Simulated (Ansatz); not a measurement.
Consider the cleavage of the Ga–Si bond: `[GaH2][SiH]1OCS1` + `[OH][AlH2]` → `[AlH2][O][GaH2]` + `C1O[SiH2]S1`.

Calculated with Ansatz (gas phase, PBE0-D4/def2-TZVP geometries, no zero-point term in ΔE). CCSD(T)/CBS adds triple-zeta CCSD(T) − MP2 to the extrapolated MP2 energy (def2 sets, frozen cores). This one scheme is used for every species. DFT in def2-TZVPP. For Ga outer-core shells are correlated without core-valence functions, which leaves a few kJ/mol of doubt a bond. Scalar relativity is left out up to krypton.

CCSD(T)/CBS gives -72.2 kJ/mol.

(1) Another level gave -71.4 kJ/mol. Which?
A. BHLYP/def2-TZVPP
B. HF/def2-TZVPP
C. r2SCANh/def2-TZVPP
D. revPBE/def2-TZVPP

Largest T1 diagnostic among the species: 0.015.

Results:

(1) C. r2SCANh -71.4, HF/def2-TZVPP -96.5, BHLYP -82.4, revPBE -54.5 kJ/mol.

In def2-TZVPP, CCSD(T) changes the Hartree–Fock value by +18.3 kJ/mol (the triples alone add +1.9 kJ/mol) and MP2 by +12.4 kJ/mol. From BLYP to BHLYP (50 % exact exchange), in def2-TZVPP and without D4, ΔE moves by −12.7 kJ/mol.

CCSD(T)/CBS has its own doubt, a few kJ/mol and more with outer-core shells, so smaller differences from it don't rank the levels.
